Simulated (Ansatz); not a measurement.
Geometry optimisation, Ansatz 0.2.0, RKS PBE-D4/STO-3G.

The input (input.yaml):

```yaml
crystal:
  periodic: [false, false, false]
  atoms:
    - { symbol: C, position_ang: [-0.8331, 1.0538, -1.5043] }
    - { symbol: O, position_ang: [-0.2628, -0.083, -1.0321] }
    - { symbol: C, position_ang: [-0.6999, -0.4203, 0.2691] }
    - { symbol: O, position_ang: [-0.5149, -1.8069, 0.432] }
    - { symbol: F, position_ang: [-1.9879, -0.1534, 0.3904] }
    - { symbol: S, position_ang: [0.2604, 0.44, 1.5695] }
    - { symbol: C, position_ang: [1.9252, -0.2253, 1.1842] }
    - { symbol: H, position_ang: [-0.4094, 1.3522, -2.4986] }
    - { symbol: H, position_ang: [-1.9516, 0.9568, -1.6111] }
    - { symbol: H, position_ang: [-0.7045, 1.9493, -0.8257] }
    - { symbol: H, position_ang: [-1.5219, -2.0732, 0.3065] }
    - { symbol: H, position_ang: [2.6449, 0.2074, 1.8933] }
    - { symbol: H, position_ang: [2.1464, 0.0765, 0.1498] }
    - { symbol: H, position_ang: [1.896, -1.3031, 1.306] }
basis:
  gaussian: { orbitals: STO-3G }
hamiltonian:
  xc: pbe
  dispersion: d4
relax:
  f_tol: 0.02
  max_steps: 40
scf:
  lower_state_search: "off"
```

Run as:

```bash
$ ansatz run input.yaml --threads 1 --pin off --max-ram 2048MiB --backend cpu --events-out ev --progress --plain --runs-dir out
```

**Question.** Where does it end, and by what steps?

**Answer.** The run converged. Limits of this set-up: minimal basis. After 31 steps the energy has fallen by 1.117 eV; H11 moved furthest, 1.20 Å.

| step | energy less start (eV) | largest force component (eV/Å) | accepted |
| --- | --- | --- | --- |
| 0 | 0.0000 | 4.900 | yes |
| 2 | -0.9590 | 0.542 | yes |
| 4 | -1.0168 | 0.282 | yes |
| 6 | -1.0386 | 0.250 | yes |
| 8 | -1.0725 | 0.199 | yes |
| 10 | -1.0825 | 0.169 | yes |
| 12 | -1.0860 | 0.563 | no |
| 14 | -1.0998 | 0.154 | yes |
| 16 | -1.1015 | 0.040 | yes |
| 18 | -1.1038 | 0.111 | yes |
| 20 | -1.1060 | 0.209 | yes |
| 22 | -1.1097 | 0.075 | yes |
| 24 | -1.1129 | 0.168 | yes |
| 26 | -1.1156 | 0.025 | yes |
| 28 | -1.1161 | 0.161 | no |
| 30 | -1.1168 | 0.037 | yes |
| 31 | -1.1169 | 0.013 | yes |

```xyz
14
Properties=species:S:1:pos:R:3
C -0.958 1.051 -1.568
O -0.662 -0.310 -1.074
C -0.797 -0.341 0.412
O -0.472 -1.742 0.710
F -2.117 -0.033 0.786
S 0.346 0.838 1.355
C 1.830 -0.220 1.215
H -0.682 1.068 -2.645
H -2.040 1.313 -1.466
H -0.354 1.811 -1.013
H -0.465 -2.107 -0.264
H 2.415 -0.178 2.152
H 2.488 0.073 0.373
H 1.454 -1.254 1.057
```

Whether the end is a true minimum wasn't checked by a vibrational analysis.

Run time: 78 s on 1 thread of Intel(R) Xeon(R) Platinum 8488C (Sapphire Rapids), with other jobs on the host, peak memory 0.16 GiB.
